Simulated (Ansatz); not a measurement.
`N[C@H]1N[Si@H](F)S1`. Total charge 0; spin multiplicity 1. Geometry: relaxed with PBE0-D4/def2-TZVP. It is one conformer, not always the lowest.

```xyz
11

N     0.938    0.855    1.399
C     0.586    0.571    0.066
N     0.341   -0.831   -0.151
Si   -1.166   -0.826   -0.936
F    -1.142   -1.269   -2.469
S    -1.106    1.243   -0.566
H     0.222    0.554    2.049
H     1.156    1.831    1.549
H     1.333    1.009   -0.601
H     1.086   -1.483    0.027
H    -2.248   -1.654   -0.366
```

Q: What is the dipole moment at ωB97M-V/def2-TZVPP? (An estimate is asked.)

A: The calculation gave: 2.45 D, with components (1.36, -0.04, 2.03) D in this frame, pointing from negative to positive charge.

Q: And with PBE, r2SCAN, B3LYP? (An estimate is asked.)

A: Computed: PBE 2.65 D, r2SCAN 2.67 D, B3LYP 2.54 D.

Q: Give the Mulliken charges with ωB97M-V, r2SCAN, B3LYP in def2-TZVPP. (An estimate is asked.)

A: Ansatz gave: 
```json
{"atom": "N1", "ωB97M-V": "-0.25", "r2SCAN": "-0.32", "B3LYP": "-0.29"}
{"atom": "C2", "ωB97M-V": "0.11", "r2SCAN": "0.28", "B3LYP": "0.18"}
{"atom": "N3", "ωB97M-V": "-0.32", "r2SCAN": "-0.41", "B3LYP": "-0.35"}
{"atom": "Si4", "ωB97M-V": "0.58", "r2SCAN": "0.68", "B3LYP": "0.65"}
{"atom": "F5", "ωB97M-V": "-0.30", "r2SCAN": "-0.32", "B3LYP": "-0.32"}
{"atom": "S6", "ωB97M-V": "-0.25", "r2SCAN": "-0.33", "B3LYP": "-0.31"}
{"atom": "H7", "ωB97M-V": "0.12", "r2SCAN": "0.15", "B3LYP": "0.14"}
{"atom": "H8", "ωB97M-V": "0.12", "r2SCAN": "0.15", "B3LYP": "0.14"}
{"atom": "H9", "ωB97M-V": "0.14", "r2SCAN": "0.07", "B3LYP": "0.12"}
{"atom": "H10", "ωB97M-V": "0.10", "r2SCAN": "0.14", "B3LYP": "0.13"}
{"atom": "H11", "ωB97M-V": "-0.05", "r2SCAN": "-0.10", "B3LYP": "-0.09"}
```

B3LYP here is the variant with VWN-RPA as its local correlation; programs differ in this.
